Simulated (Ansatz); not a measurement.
This geometry of C2H4BF (8 atoms, charge 0, multiplicity 1) is a first-order saddle point.

These are results of RKS B3LYP/def2-SVP in Ansatz 0.2.0, not measurements.

```xyz
8
Properties=species:S:1:pos:R:3
B -0.335 1.213 -0.465
C 0.027 -0.305 -0.263
C 0.377 -1.018 0.804
F -0.068 -0.908 -1.485
H -1.481 1.580 -0.393
H 0.523 2.006 -0.761
H 0.593 -2.086 0.724
H 0.455 -0.538 1.783
```

Task: Which two structures does it join? (They come from a converged band through this point; their orientation in space is the band's.)

Result: No bond is made or broken. The dihedral H6–B1–C2–F4 goes from -180 to 0°. The two ends are copies of one structure, up to a mirror image or an exchange of like atoms.

Image 0:

```xyz
8
Properties=species:S:1:pos:R:3
B -0.366 1.176 -0.437
C -0.124 -0.344 -0.326
C 0.514 -0.936 0.703
F -0.584 -1.132 -1.325
H -0.948 1.639 -1.382
H 0.042 1.885 0.446
H 0.660 -2.020 0.744
H 0.897 -0.325 1.521
```

Image 10:

```xyz
8
Properties=species:S:1:pos:R:3
B -0.366 1.176 -0.437
C -0.124 -0.344 -0.326
C 0.514 -0.935 0.703
F -0.582 -1.134 -1.324
H 0.040 1.886 0.446
H -0.946 1.642 -1.383
H 0.660 -2.019 0.740
H 0.896 -0.327 1.524
```

Task: How far does it lie above each of them?

Result: 0.43 eV above the first and 0.43 eV above the second. This is the barrier of this one path; another mechanism may lie lower.

The run took 2.8 min on 1 thread of Arm Neoverse V1 (shared host), peak memory 0.14 GiB.
